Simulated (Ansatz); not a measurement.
`CC[C](=O)[ZnH]` + `CB(C)N` → `C[B](C)[ZnH]` + `CCC(N)=O`  (formal exchange of groups at a Zn–C bond)

Calculated with Ansatz (gas phase, PBE0-D4/def2-TZVP geometries, no zero-point term in ΔE). CCSD(T)/CBS adds triple-zeta CCSD(T) − MP2 to the extrapolated MP2 energy (def2 sets, frozen cores). DFT in def2-TZVPP. B3LYP here is the variant with VWN-RPA as its local correlation; programs differ in this. For Zn outer-core shells are correlated without core-valence functions, which leaves a few kJ/mol of doubt a bond. Scalar relativity is left out up to krypton. Each species was taken in one conformer, which may not be the lowest.

`CC[C](=O)[ZnH]`:

Cartesian coordinates in Å:
```
C -0.181 -0.720 1.160
C 0.356 -0.857 -0.256
C -0.116 0.260 -1.156
O -0.597 0.034 -2.245
Zn -0.021 2.206 -0.676
H 0.234 -1.487 1.814
H -1.269 -0.813 1.180
H 0.077 0.252 1.593
H 0.079 -1.814 -0.708
H 1.453 -0.799 -0.240
H -0.015 3.738 -0.467
```

`CB(C)N`:

```xyz
12

C     0.744    0.882    0.948
B     0.102   -0.049   -0.153
C    -1.377   -0.577   -0.002
N     0.854   -0.411   -1.275
H     1.773    1.185    0.734
H     0.149    1.793    1.076
H     0.738    0.386    1.924
H    -2.079    0.260    0.083
H    -1.713   -1.210   -0.828
H    -1.488   -1.151    0.924
H     1.800   -0.106   -1.424
H     0.498   -1.001   -2.007
```

`C[B](C)[ZnH]`:

```xyz
11

C     0.584   -1.056    0.878
B    -0.093   -0.075   -0.137
C    -0.555    1.335    0.365
Zn   -0.218   -0.571   -2.175
H     0.446   -2.119    0.664
H     1.667   -0.884    0.762
H     0.348   -0.863    1.930
H     0.275    2.017    0.116
H    -0.712    1.410    1.446
H    -1.421    1.751   -0.157
H    -0.320   -0.945   -3.694
```

`CCC(N)=O`:

Z-matrix (Å, degrees):
```
C
C 1 1.515
H 1 1.091 2 111.0
H 1 1.092 2 110.7 3 120.4
H 1 1.090 2 110.5 3 -119.0
C 2 1.516 1 112.5 3 63.8
H 2 1.095 1 111.2 3 -59.4
H 2 1.097 1 110.4 3 -176.9
O 6 1.212 2 123.0 1 19.0
N 6 1.358 2 114.9 1 -162.0
H 10 1.005 6 118.5 2 -175.9
H 10 1.003 6 122.1 2 -0.6
```

```json
{"level": "r2SCAN-D4", "ΔE (kJ/mol)": "103.5"}
{"level": "PBE0-D4", "ΔE (kJ/mol)": "99.5"}
{"level": "B3LYP-D4", "ΔE (kJ/mol)": "109.7"}
{"level": "r2SCAN", "ΔE (kJ/mol)": "103.4"}
{"level": "HF/def2-TZVPP", "ΔE (kJ/mol)": "104.4"}
{"level": "MP2/def2-TZVPP", "ΔE (kJ/mol)": "114.9"}
{"level": "SCS-MP2/def2-TZVPP", "ΔE (kJ/mol)": "116.0"}
{"level": "HF/def2-QZVPP", "ΔE (kJ/mol)": "105.7"}
```

Q: What does CCSD(T)/CBS give? (An estimate is asked.)

A: Ansatz gave: +114.6 kJ/mol. The listed levels differ from it by -11.1, -15.1, -4.9, -11.2, -10.2, 0.3, 1.4, -8.9 kJ/mol.

Largest T1 diagnostic among the species: 0.016.

From PBE to PBE0 (25 % exact exchange), in def2-TZVPP and without D4, ΔE moves by −3.2 kJ/mol. In def2-TZVPP, CCSD(T) changes the Hartree–Fock value by +10.9 kJ/mol (the triples alone add +1.4 kJ/mol) and MP2 by +10.5 kJ/mol.
